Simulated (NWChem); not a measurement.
System: C$_{4}$H$_{4}$ClF; SMILES FC1=C(Cl)CC1

The following NWChem deck was run.

```
start job
memory heap 200 mb stack 900 mb global 1100 mb
geometry units angstroms noautoz
  F      1.699640     1.276903     0.000000
  C      0.427293     0.898934     0.000000
  C     -0.208301    -0.296076     0.000000
  Cl     0.284357    -1.939584     0.000000
  C     -1.583718     0.341914     0.000000
  C     -0.832075     1.724658     0.000000
  H     -2.194154     0.151659     0.906595
  H     -2.194154     0.151659    -0.906595
  H     -1.003617     2.343108    -0.905739
  H     -1.003617     2.343108     0.905739
end
basis spherical
  * library def2-svp
end
dft
  xc r2scan0
  iterations 150
  mulliken
end
task dft energy
```

Output (shortened):

```
             Northwest Computational Chemistry Package (NWChem) 7.3.0
             --------------------------------------------------------

 CS  symmetry detected

                             Geometry "geometry" -> ""
                             -------------------------

 Output coordinates in angstroms (scale by  1.889725989 to convert to a.u.)

  No.       Tag          Charge          X              Y              Z
 ---- ---------------- ---------- -------------- -------------- --------------
    1 F                    9.0000     1.70376357     1.26656017     0.00000000
    2 C                    6.0000     0.42723500     0.90296386     0.00000000
    3 C                    6.0000    -0.22179507    -0.28480236     0.00000000
    4 Cl                  17.0000     0.25229725    -1.93376170     0.00000000
    5 C                    6.0000    -1.58992980     0.36865807     0.00000000
    6 C                    6.0000    -0.82274097     1.74283763     0.00000000
    7 H                    1.0000    -2.20247255     0.18529925     0.90659500
    8 H                    1.0000    -2.20247255     0.18529925    -0.90659500
    9 H                    1.0000    -0.98729761     2.36318284    -0.90573900
   10 H                    1.0000    -0.98729761     2.36318284     0.90573900

 Effective nuclear repulsion energy (a.u.)     271.1877789569

      Symmetry information
      --------------------

 Group name             Cs
 Group number              2
 Group order               2
 No. of unique centers     8

                                 NWChem DFT Module
                                 -----------------

 Summary of "ao basis" -> "ao basis" (spherical)
 ------------------------------------------------------------------------------
       Tag                 Description            Shells   Functions and Types
 ---------------- ------------------------------  ------  ---------------------
 F                          def2-svp                 6       14   3s2p1d
 C                          def2-svp                 6       14   3s2p1d
 Cl                         def2-svp                 8       18   4s3p1d
 H                          def2-svp                 3        5   2s1p

      Symmetry analysis of basis
      --------------------------

        a'         73
        a"         35

            General Information
            -------------------
          SCF calculation type: DFT
          Wavefunction type:  closed shell.
          No. of atoms     :    10
          No. of electrons :    54
           Alpha electrons :    27
            Beta electrons :    27
          Charge           :     0
          Spin multiplicity:     1
          Use of symmetry is: on ; symmetry adaption is: on
          Maximum number of iterations: 150
          AO basis - number of functions:   108
                     number of shells:    50
          Convergence on energy requested:  1.00D-06
          Convergence on density requested:  1.00D-05
          Convergence on gradient requested:  5.00D-04

              XC Information
              --------------
                     r^2SCAN0 Method XC Functional
                     Hartree-Fock (Exact) Exchange  0.250
               r^2SCAN metaGGA Exchange Functional  0.750
                     r^2SCAN Correlation Potential  1.000

             Grid Information
             ----------------
          Grid used for XC integration:  medium
          Radial quadrature: Mura-Knowles
          Angular quadrature: Lebedev.
          Tag              B.-S. Rad. Rad. Pts. Rad. Cut. Ang. Pts.
          ---              ---------- --------- --------- ---------
          F                   0.50       49          11.0       434
          C                   0.70       49          10.0       434
          Cl                  1.00       88          11.0       590
          H                   0.35       45          11.0       434
          Grid pruning is: on
          Number of quadrature shells:   423
          Spatial weights used:  Erf1

      Superposition of Atomic Density Guess
      -------------------------------------

 Sum of atomic energies:        -711.11238872

      Non-variational initial energy
      ------------------------------

 Total energy =    -714.340045
 1-e energy   =   -1517.174077
 2-e energy   =     531.646253
 HOMO         =      -0.231502
 LUMO         =       0.075858

      Symmetry analysis of molecular orbitals - initial
      -------------------------------------------------

  Numbering of irreducible representations:

     1 a'          2 a"

  Orbital symmetries:

     1 a'          2 a'          3 a'          4 a'          5 a'
     6 a'          7 a'          8 a'          9 a'         10 a"
    11 a'         12 a'         13 a'         14 a'         15 a'
    16 a'         17 a"         18 a'         19 a'         20 a"
    21 a'         22 a"         23 a'         24 a"         25 a'
    26 a'         27 a"         28 a"         29 a'         30 a'
    31 a'         32 a"         33 a'         34 a'         35 a'
    36 a"         37 a'

     ---------------------------------------------
      Total Density - Mulliken Population Analysis
     ---------------------------------------------

    Atom       Charge   Shell Charges
 -----------   ------   -------------------------------------------------------
    1 F    9     9.36   1.99  1.14  0.76  3.42  2.03  0.01
    2 C    6     5.57   1.99  0.93  0.28  1.67  0.61  0.09
    3 C    6     6.03   1.99  0.97  0.23  1.78  0.99  0.06
    4 Cl  17    17.18   2.00  1.99  1.22  0.71  5.94  2.11  3.18  0.03
    5 C    6     6.09   1.99  0.97  0.13  1.96  0.99  0.04
    6 C    6     6.17   1.99  0.97  0.14  1.98  1.06  0.03
    7 H    1     0.90   0.67  0.21  0.02
    8 H    1     0.90   0.67  0.21  0.02
    9 H    1     0.90   0.67  0.21  0.02
   10 H    1     0.90   0.67  0.21  0.02

[...]
```

Level: r2SCAN0/def2-SVP. All runs use the structure optimised with PBE-D3(BJ)/def2-SVP.
